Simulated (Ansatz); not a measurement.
fluorenone (C13H8O), SMILES C1(c2c(-c3ccccc13)cccc2)=O. Heavy atoms are numbered as in [O:1]=[C:2]1[c:3]2[cH:4][cH:5][cH:6][cH:7][c:8]2-[c:9]2[cH:10][cH:11][cH:12][cH:13][c:14]21.

Calculation: B3LYP-D3(BJ)/def2-SVP run with Ansatz (an electronic-structure program).

Bond lengths of the relaxed neutral molecule (Å): O1–C2 1.212, C2–C3 1.502, C2–C14 1.502, C3–C4 1.388, C3–C8 1.412, C4–C5 1.403, C5–C6 1.400, C6–C7 1.405, C7–C8 1.391, C8–C9 1.483, C9–C10 1.391, C9–C14 1.412, C10–C11 1.405, C11–C12 1.400, C12–C13 1.403, C13–C14 1.388.

How do the bond lengths change in the relaxed anion? (Estimate from the structure and the level; the computed values follow.)


| bond | neutral (Å) | anion (Å) |
|---|---|---|
| O1–C2 | 1.212 | 1.255 |
| C2–C3 | 1.502 | 1.470 |
| C2–C14 | 1.502 | 1.470 |
| C3–C4 | 1.388 | 1.404 |
| C3–C8 | 1.412 | 1.438 |
| C4–C5 | 1.403 | 1.394 |
| C5–C6 | 1.400 | 1.416 |
| C6–C7 | 1.405 | 1.399 |
| C7–C8 | 1.391 | 1.400 |
| C8–C9 | 1.483 | 1.454 |
| C9–C10 | 1.391 | 1.400 |
| C9–C14 | 1.412 | 1.438 |
| C10–C11 | 1.405 | 1.399 |
| C11–C12 | 1.400 | 1.416 |
| C12–C13 | 1.403 | 1.394 |
| C13–C14 | 1.388 | 1.404 |
